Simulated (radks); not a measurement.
The numbers below are computed, except where a source is named.
Pd3+, 43 electrons, occupied as [Kr] 4d7.

Code: a radial shooting solver on a logarithmic mesh with Libxc functionals. Model: Dirac Kohn-Sham, PBEsol, spin-unpolarised, spherical densities, finite nucleus; open shells fill j = l - 1/2 first; Fermi nuclear charge, rms radius 4.5318 fm.

Energy parts (eV):
| part | energy |
|---|---|
| total | -137201.068 |
| kinetic | 143297.285 |
| electron-nucleus | -330905.628 |
| Hartree | 54227.570 |
| exchange-correlation | -3820.296 |

Orbitals (lengths in bohr, moments of r in powers of bohr; <r^-3> diverges for s and p1/2; r(90%) holds 90 % of the orbital's charge):
| orbital | occ. | eigenvalue (eV) | <r^-3> | <r> | r(90%) | small-component weight |
|---|---|---|---|---|---|---|
| 1s1/2 | 2 | -24179.23 | - | 0.03186 | 0.0572 | 2.83e-02 |
| 2s1/2 | 2 | -3565.265 | - | 0.1380 | 0.214 | 5.91e-03 |
| 2p1/2 | 2 | -3310.613 | - | 0.1172 | 0.192 | 5.92e-03 |
| 2p3/2 | 4 | -3151.361 | 3250 | 0.1221 | 0.199 | 5.69e-03 |
| 3s1/2 | 2 | -676.5554 | - | 0.3793 | 0.559 | 1.65e-03 |
| 3p1/2 | 2 | -576.0475 | - | 0.3713 | 0.560 | 1.59e-03 |
| 3p3/2 | 4 | -548.2782 | 575.8 | 0.3822 | 0.576 | 1.53e-03 |
| 3d3/2 | 4 | -370.1577 | 87.73 | 0.3556 | 0.564 | 1.42e-03 |
| 3d5/2 | 6 | -364.6172 | 82.81 | 0.3591 | 0.569 | 1.40e-03 |
| 4s1/2 | 2 | -125.8128 | - | 0.9381 | 1.36 | 4.16e-04 |
| 4p1/2 | 2 | -94.4194 | - | 1.004 | 1.48 | 3.63e-04 |
| 4p3/2 | 4 | -89.8128 | 95.58 | 1.033 | 1.52 | 3.46e-04 |
| 4d3/2 | 4 | -41.8999 | 9.371 | 1.298 | 2.01 | 2.23e-04 |
| 4d5/2 | 3 | -41.3230 | 8.776 | 1.311 | 2.03 | 2.19e-04 |

The highest occupied level is 4d5/2 at -41.323 eV. The electron density at the nucleus is 1.326e+05 e/bohr^3. For comparison, the ionisation energy in NIST's Atomic Spectra Database is 46 eV (theoretical). In exact Kohn-Sham theory the highest level is minus the ionisation energy, but local and semilocal functionals leave it too shallow, through self-interaction and a potential that decays too fast; potentials with the right tail come closer. Summed over all electrons, <r^2> = 26.23 bohr^2, which gives a Langevin (diamagnetic) susceptibility term of -20.8 x 10^-6 cm^3/mol. The density falls to 0.001 e/bohr^3 at r = 3.12 bohr.

Beside tabulated values, note that spin-unpolarised runs miss the spin-polarisation part of the exchange energy of open shells.
